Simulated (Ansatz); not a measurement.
`O[SiH2]S[SiH2]Cl` + H₂ → `O[SiH2]S[SiH3]` + HCl  (hydrogenolysis of the Si–Cl bond)

Program: Ansatz. Geometries: PBE0-D4/def2-TZVP. ΔE: electronic, gas phase. CCSD(T)/CBS is the MP2 limit (def2-TZVPP, def2-QZVPP) plus CCSD(T) − MP2 in def2-TZVPP, frozen cores. This one scheme is used for every species. DFT in def2-TZVPP. B3LYP here is the variant with VWN-RPA as its local correlation; programs differ in this. One conformer a species, not always the lowest.

```csv
level,ΔE (kJ/mol)
B3LYP-D4,81.6
B2PLYP,76.6
r2SCAN,84.7
PBE0,74.8
B3LYP,70.8
HF/def2-TZVPP,63.8
SCS-MP2/def2-TZVPP,78.8
MP2/CBS(def2),92.6
```

Q: What does CCSD(T)/CBS give? (Best estimate.)

A: Computed: +81.5 kJ/mol. The listed levels differ from it by 0.1, -4.9, 3.2, -6.7, -10.7, -17.7, -2.7, 11.1 kJ/mol.

Largest T1 diagnostic among the species: 0.012.

In def2-TZVPP, CCSD(T) changes the Hartree–Fock value by +11.0 kJ/mol (the triples alone add +4.1 kJ/mol) and MP2 by +22.1 kJ/mol. The D4 term adds +10.8 kJ/mol with B3LYP and +5.9 kJ/mol with PBE0; it sums over pairs of atoms, weighted by their polarisabilities, and B3LYP, whose exchange is more repulsive, gets the larger term.
